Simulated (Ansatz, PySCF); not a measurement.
C$_{5}$H$_{8}$NO, doublet (typed; the unrestricted solution is spin-contaminated), geometry from GFN2-xTB. Base run: CCSD(T)/STO-3G (PySCF).

Input for PySCF:
```python
from pyscf import gto, scf, cc

mol = gto.Mole()
mol.atom = '''
    C     2.068882    0.272716   -0.163967
    N     0.725818    0.263989   -0.048697
    C    -0.073198    1.470935   -0.085376
    C    -1.494127    0.965007   -0.345894
    C    -1.482258   -0.433818    0.264817
    C    -0.030919   -0.865917    0.159955
    O     0.421140   -1.991475    0.252357
    H     2.581012   -0.664481   -0.098890
    H     2.577350    1.199742   -0.326142
    H     0.289393    2.147344   -0.862308
    H    -0.006002    1.985316    0.881255
    H    -2.247059    1.615717    0.094081
    H    -1.675711    0.902271   -1.419472
    H    -1.763999   -0.415370    1.320657
    H    -2.135115   -1.140202   -0.244373
'''
mol.basis = 'sto-3g'
mol.charge = 0
mol.spin = 1
mol.verbose = 3
mol.build()

mf = scf.UHF(mol)
mf.kernel()

mycc = cc.CCSD(mf)
mycc.kernel()
et = mycc.ccsd_t()
print('E(CCSD(T)) = %.10f' % (mycc.e_tot + et))
```

The same geometry, method and basis name were run in Ansatz (a first-principles code) and PySCF, at each program's defaults and at the settings that a row names. The base is PySCF at its defaults. Differences at the defaults can come from grids, fitting, cores and function types together.

```csv
code and settings,ΔE vs base (µEh),basis functions,E (Eh),SCF cycles,SCF-reference dipole (D)
"PySCF, defaults (exact integrals, spherical functions, all electrons correlated)",0.0,43,-319.67138,19,2.71
"Ansatz, defaults (factorised integrals, spherical functions, frozen core)",2466,43,-319.66891,-,-
"PySCF, frozen core",2424,43,-319.66896,19,2.71
"Ansatz, high accuracy, frozen core",2424,43,-319.66896,-,-
```

Open shells are given as the SCF converged; they aren't shown to be the lowest states, and a large step between rows can be another state.
